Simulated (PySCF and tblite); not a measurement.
Values are calculated unless marked as measured or tabulated.
System: C₄H₇BO₃, numbered as in [CH3:1][C:2](=[O:3])/[CH:4]=[CH:5]/[B:6]([OH:7])[OH:8].

The path came from a restrained scan, a climbing-image band and a saddle search at GFN2-xTB; energies are BP86/pcSseg-1 + D3(BJ)//GFN2-xTB, thermal terms GFN2-xTB. Rate constants are transition-state-theory values, counting equivalent paths, without tunnelling. Programs: tblite and PySCF.

Estimate the barrier and the room-temperature rate of the rotation about the B6–O7 bond (torsion C5–B6–O7–H from 180° to 360°, rising).

The electronic barrier is 7.0 kcal/mol and ΔG‡(298 K) 5.9 kcal/mol, over a C1 saddle with an imaginary mode of 637i cm⁻¹ (GFN2-xTB). With 2 equivalent paths, k is 5.6×10⁸ s⁻¹, a mean lifetime of the start of 1.8 ns against this motion. The end lies 3.0 kcal/mol below the start in free energy.
